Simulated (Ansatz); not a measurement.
Ansatz (a first-principles code) input:
A basis named .json is the Basis Set Exchange file of that set.

Ansatz 0.2 input:
```yaml
crystal:
  periodic: [false, false, false]
  atoms:
    - {symbol: Si, position_ang: [-0.18112637, -0.46248699, -0.13047367]}
    - {symbol: Cl, position_ang: [-0.01159679, 1.26837380, -1.37355098]}
    - {symbol: Cl, position_ang: [0.13147852, 0.54679237, 1.83546759]}
    - {symbol: C, position_ang: [-1.59183906, -1.39650675, -0.49653888]}
    - {symbol: C, position_ang: [1.47580295, -1.34746683, -0.25230503]}
    - {symbol: H, position_ang: [-2.55420708, -0.91919642, -0.65312554]}
    - {symbol: H, position_ang: [-1.65569428, -2.39359811, -0.06328737]}
    - {symbol: H, position_ang: [1.65097005, -1.67271222, -1.27912417]}
    - {symbol: H, position_ang: [1.45825694, -2.23019222, 0.39296991]}
    - {symbol: H, position_ang: [2.29467076, -0.70346636, 0.06967976]}
basis:
  gaussian:
    orbitals: aug-cc-pV_T+d_Z.json
    fitting: {mean_field: def2-universal-jkfit, correlation: aug-cc-pVTZ-RIFIT.json}
total_charge: -1
magnetization: {spin_polarized: false}
correlation: {method: mp2, electrons: outside_noble_gas}
```

Task: Predict the final energy.

Result: -1287.66362 Eh (RI-MP2/aug-cc-pV(T+d)Z). The basis has 372 functions.

It need not be the lowest isomer of its formula. Whether it binds its extra electron was not tested at this geometry.
